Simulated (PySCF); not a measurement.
Shifts of the heteroatoms

Cartesian coordinates in Å; atom numbers follow the order of the lines, from 1:
```xyz
15

O     2.601   -1.413    0.059
C     2.054   -0.342   -0.028
O     2.751    0.800   -0.156
C     0.590   -0.140   -0.005
C    -0.231   -1.258    0.127
C    -1.604   -1.108    0.152
C    -2.164    0.156    0.046
C    -1.350    1.271   -0.086
C     0.024    1.129   -0.113
H     3.700    0.602   -0.164
H     0.229   -2.231    0.208
H    -2.241   -1.974    0.255
H    -3.237    0.273    0.066
H    -1.792    2.253   -0.169
H     0.665    1.990   -0.215
```

- J couplings at B3LYP/pcJ-1 (without the spin–dipole term)
- GFN2-xTB structure
- PBE0/pcSseg-1 with gauge-including orbitals
- run in PySCF 2.14.0 with density-fitted response routines
- non-relativistic Hamiltonian, one conformer, no solvent, fast rotation and ring inversion assumed for equivalent nuclei

Where does 17O resonate?

## Answers


```json
{"atoms": "O1", "environment": "carbonyl oxygen", "σ (ppm)": "-79.4", "δ (ppm)": "339.0"}
{"atoms": "O3", "environment": "acid hydroxyl oxygen", "σ (ppm)": "136.4", "δ (ppm)": "142.5"}
```

Shieldings were converted by a linear fit to measured shifts: 17O: δ = 266.70 − 0.911σ (rms 10.7 ppm, 155 shifts, 12.2 ppm with the 3 outliers that the fit left out vs liquid water, solution or neat liquid). Occasional misses reach two or three times the rms, and more in compound classes unlike the fitted ones. Couplings are scaled by factors fitted to measured values: 3J(H,H) × 0.92 (rms 0.5 Hz); all others are unscaled and can be 10–30 % off.

On a 500 MHz spectrometer 17O resonates near 67.8 MHz, so 1 ppm is 67.8 Hz.

In solution the two oxygens of a carboxylic acid exchange roles by proton transfer and give one 17O line. Hydrogen bonding in solution shields acid and N–H amide carbonyl oxygens by tens of ppm.
